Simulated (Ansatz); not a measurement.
Consider the atomization: `CB[SiH2]O` → B• + C• + 7 H• + O• + Si•.

Program: Ansatz. Geometries: PBE0-D4/def2-TZVP. ΔE: electronic, gas phase. CBS: MP2 limit from def2 TZ/QZ plus the TZ coupled-cluster correction, frozen cores. This one scheme is used for every species, atoms too. DFT in def2-TZVPP. No spin–orbit coupling; open shells (•) take unrestricted orbitals. Spin–orbit coupling would lower the free atoms: a little for B, C, O, Si. One conformer a species, not always the lowest.

CCSD(T)/CBS gives +931.9 kcal/mol.

Q: Another level gave +935.3 kcal/mol. Which?
A. ωB97X-V/def2-TZVPP
B. revPBE-D4/def2-TZVPP
C. r2SCAN0/def2-TZVPP
D. HF/def2-TZVPP

A: A. ωB97X-V 935.3, revPBE-D4 919.6, r2SCAN0 923.8, HF/def2-TZVPP 707.5 kcal/mol.

Largest T1 diagnostic among the species: 0.014.

From PBE to PBE0 (25 % exact exchange), in def2-TZVPP and without D4, ΔE moves by −9.1 kcal/mol: exact exchange takes away binding that semilocal exchange gives to molecules. At CCSD(T), def2-SVP lies −53.8 kcal/mol from the extrapolated value and def2-TZVPP −22.2 kcal/mol: correlation converges slowly with the basis, and small sets miss more of it in the bonded molecule than in its fragments.

For atomizations the MP2-based limit and the directly extrapolated one differ by several kJ/mol either way, and by 10 to 25 for some Ge, Se and Sn compounds, so smaller differences from it don't rank the levels.
